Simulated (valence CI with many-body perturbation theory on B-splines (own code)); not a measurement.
**How close is CI+MBPT for S2+?**

Calculated by configuration interaction combined with many-body perturbation theory (CI+MBPT): four valence electrons over a frozen Dirac-Fock core [Ne], radial functions for each j: 11 s, 11 p, 10 d, 8 f, 5 g, 2 h, with the one-electron correlation potential Σ1 (screened to all orders), the two-electron term Σ2, the three-electron term Σ3, Breit, model QED; selected single and double excitations, second order for the rest, scaled by the run's own slope (own B-spline code, finite nucleus).

Against 54 measured levels this calculation errs by 72 cm⁻¹ on average and by 255 at most. These come from a selection out of NIST levels in Podobedova, Kelleher and Wiese, J. Phys. Chem. Ref. Data 38, 171 (2009). Levels without a partner in it may be off by more. Among the levels kept, up to 1700 cm⁻¹ of a level comes from second order outside the variational space, and about a tenth of that is noise between levels of different J, which matters for small intervals. 2 measured levels below the end of the list, from 164141 cm⁻¹ on, found no clear computed partner, and computed levels of the same name lie up to 1873 cm⁻¹ from them.

Measured levels: NIST levels in Podobedova, Kelleher and Wiese, J. Phys. Chem. Ref. Data 38, 171 (2009). Pairs share parity and J, and are chosen by configuration, term and nearness in energy; levels without a clear partner are left out. Energies in cm⁻¹ above the measured ground level.

Names give the largest LS component (configuration and term), which can be under half, so a name can repeat, a term be missing and a line seem to break the LS rules; names also repeat where a configuration has a term twice.

```
Computed label  Label in the source  Measured  Computed  Difference
   3s²3p² ³P_0           3s2 3p2 3P         0       0.0           0
   3s²3p² ³P_1           3s2 3p2 3P     298.7     303.8          +5
   3s²3p² ³P_2           3s2 3p2 3P     833.1     839.6          +7
   3s²3p² ¹D_2           3s2 3p2 1D   11322.7   11423.6        +101
   3s²3p² ¹S_0           3s2 3p2 1S     27161   27359.4        +198
   3s3p³ ⁵S°_2           3s 3p3 5S°   58671.9   58454.0        -218
   3s3p³ ³D°_1           3s 3p3 3D°   84019.3   83923.0         -96
   3s3p³ ³D°_2           3s 3p3 3D°   84046.7   83952.7         -94
   3s3p³ ³D°_3           3s 3p3 3D°   84099.4   84006.1         -93
   3s3p³ ³P°_2           3s 3p3 3P°   98745.3   98750.9          +6
   3s3p³ ³P°_1           3s 3p3 3P°   98765.9   98768.9          +3
   3s3p³ ³P°_0           3s 3p3 3P°   98772.2   98770.1          -2
 3s²3p3d ¹D°_2        3s2 3p 3d 1D°  104159.7  104077.7         -82
 3s²3p3d ³F°_2        3s2 3p 3d 3F°  122118.5  122126.5          +8
 3s²3p3d ³F°_3        3s2 3p 3d 3F°    122404  122414.1         +10
 3s²3p3d ³F°_4        3s2 3p 3d 3F°  122798.6  122802.4          +4
   3s3p³ ¹P°_1           3s 3p3 1P°  136843.8  137055.8        +212
   3s3p³ ³S°_1           3s 3p3 3S°  138066.6  138237.3        +171
 3s²3p3d ³P°_0        3s2 3p 3d 3P°  143097.1  143105.1          +8
 3s²3p3d ³P°_1        3s2 3p 3d 3P°  143117.4  143145.0         +28
 3s²3p3d ³P°_2        3s2 3p 3d 3P°  143125.3  143172.3         +47
 3s²3p4s ³P°_0        3s2 3p 4s 3P°  146697.4  146777.1         +80
 3s²3p4s ³P°_1        3s2 3p 4s 3P°  146737.5  146822.8         +85
 3s²3p4s ³P°_2        3s2 3p 4s 3P°  147147.1  147234.5         +87
 3s²3p3d ³D°_1        3s2 3p 3d 3D°  147551.6  147651.6        +100
 3s²3p3d ³D°_2        3s2 3p 3d 3D°  147692.2  147796.3        +104
 3s²3p3d ³D°_3        3s2 3p 3d 3D°  147745.7  147844.5         +99
 3s²3p4s ¹P°_1        3s2 3p 4s 1P°  148399.0  148438.2         +39
   3s3p³ ¹D°_2           3s 3p3 1D°  151978.5  152194.4        +216
 3s²3p3d ¹F°_3        3s2 3p 3d 1F°  157610.3  157865.0        +255
  3s²3p4p ¹P_1         3s2 3p 4p 1P  167553.3  167523.2         -30
  3s²3p4p ³D_1         3s2 3p 4p 3D  169771.4  169757.9         -14
  3s²3p4p ³D_2         3s2 3p 4p 3D  170068.7  170062.3          -6
  3s²3p4p ³D_3         3s2 3p 4p 3D  170650.5  170633.9         -17
  3s²3p4p ³P_0         3s2 3p 4p 3P  172632.8  172555.9         -77
  3s²3p4p ³P_1         3s2 3p 4p 3P  172787.3  172733.5         -54
  3s²3p4p ³P_2         3s2 3p 4p 3P  173193.1  173141.0         -52
  3s²3p4p ³S_1         3s2 3p 4p 3S  174037.7  174038.5          +1
  3s²3p4p ¹D_2         3s2 3p 4p 1D  176984.4  176976.3          -8
  3s²3p4p ¹S_0         3s2 3p 4p 1S  182759.1  182771.3         +12
 3s²3p4d ³F°_2        3s2 3p 4d 3F°  204580.7  204562.9         -18
 3s²3p4d ³F°_3        3s2 3p 4d 3F°  205072.5  205054.6         -18
 3s²3p4d ¹D°_2        3s2 3p 4d 1D°  205147.8  205133.4         -14
 3s²3p4d ³F°_4        3s2 3p 4d 3F°  205562.5  205534.7         -28
 3s²3p4d ³D°_1        3s2 3p 4d 3D°  206540.4  206525.1         -15
 3s²3p4d ³D°_2        3s2 3p 4d 3D°  206673.1  206664.6          -9
 3s²3p4d ³D°_3        3s2 3p 4d 3D°  206912.6  206902.1         -11
 3s²3p4d ³P°_2        3s2 3p 4d 3P°  207893.0  207873.9         -19
 3s²3p4d ³P°_1        3s2 3p 4d 3P°  208104.9  208070.8         -34
 3s²3p4d ³P°_0        3s2 3p 4d 3P°  208212.0  208150.7         -61
 3s²3p5s ³P°_0        3s2 3p 5s 3P°  209774.9  209548.3        -227
 3s²3p5s ³P°_1        3s2 3p 5s 3P°  209927.4  209711.0        -216
 3s²3p5s ³P°_2        3s2 3p 5s 3P°  210699.2  210501.7        -198
 3s²3p4d ¹F°_3        3s2 3p 4d 1F°  211149.3  211211.9         +63
 3s²3p5s ¹P°_1        3s2 3p 5s 1P°  211329.1  211077.3        -252
```

Over 54 excited levels the mean absolute difference is 72 cm⁻¹, the median 43 and the largest 255. The comparison draws on a selection of the measured levels: 55 of the 198 computed ones have a partner in it, and others may be off by more.

These 2 measured levels below the end of the computed list are not counted above. Beside each stands the unpaired computed level of its name, or else the nearest of its J and parity; the gap is either an error of the method or a doubtful assignment.

| Label in the source | J | Measured | Unpaired level | Computed |
| --- | --- | --- | --- | --- |
| 3s2 3p 3d 1P° | 1 | 164141 | 3s²3p3d ¹P°_1 | 166014 |
| 3s2 3p 4d 1P° | 1 | 213543 | 3s²3p4d ¹P°_1 | 212502 |
